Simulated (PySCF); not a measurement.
C4H5F, SMILES C=C/C=C/F. Atoms are numbered in the order given.

```xyz
10

C      0.2295     2.4635     0.0000
C     -0.3964     1.2717     0.0000
C      0.2789    -0.0096     0.0000
C     -0.3845    -1.1763     0.0000
F      0.2489    -2.3506     0.0000
H      1.3225     2.5309     0.0000
H     -0.3320     3.4010     0.0000
H     -1.4945     1.2462     0.0000
H      1.3749    -0.0355     0.0000
H     -1.4755    -1.2833     0.0000
```

Geometry: r2SCAN-D4/def2-SVP. The values are those of a single conformer.

These are r2SCAN/def2-TZVP in PySCF values and carry that method's errors.

ESP charges are fitted to the potential on shells at 1.4 to 2.0 van der Waals radii. Atomic charges (e):

| atom | ESP fit | meta-Löwdin | Mulliken |
|---|---|---|---|
| C1 | -0.49 | -0.28 | -0.29 |
| C2 | -0.05 | -0.09 | -0.08 |
| C3 | -0.23 | -0.16 | -0.10 |
| C4 | 0.01 | 0.17 | 0.09 |
| F5 | -0.13 | -0.25 | -0.19 |
| H6 | 0.20 | 0.12 | 0.12 |
| H7 | 0.19 | 0.13 | 0.13 |
| H8 | 0.14 | 0.11 | 0.10 |
| H9 | 0.20 | 0.13 | 0.12 |
| H10 | 0.15 | 0.12 | 0.11 |

Computed Mayer and Wiberg (Löwdin basis) orders of the bonds:
```json
[
 {"bond": "C1–C2", "Mayer": "1.81", "Wiberg": "2.08"},
 {"bond": "C2–C3", "Mayer": "1.05", "Wiberg": "1.34"},
 {"bond": "C3–C4", "Mayer": "1.76", "Wiberg": "1.98"},
 {"bond": "C4–F5", "Mayer": "1.02", "Wiberg": "1.77"},
 {"bond": "C1–H6", "Mayer": "0.97", "Wiberg": "0.89"},
 {"bond": "C1–H7", "Mayer": "0.96", "Wiberg": "0.90"},
 {"bond": "C2–H8", "Mayer": "0.96", "Wiberg": "0.82"},
 {"bond": "C3–H9", "Mayer": "0.95", "Wiberg": "0.81"},
 {"bond": "C4–H10", "Mayer": "0.98", "Wiberg": "0.87"}
]
```
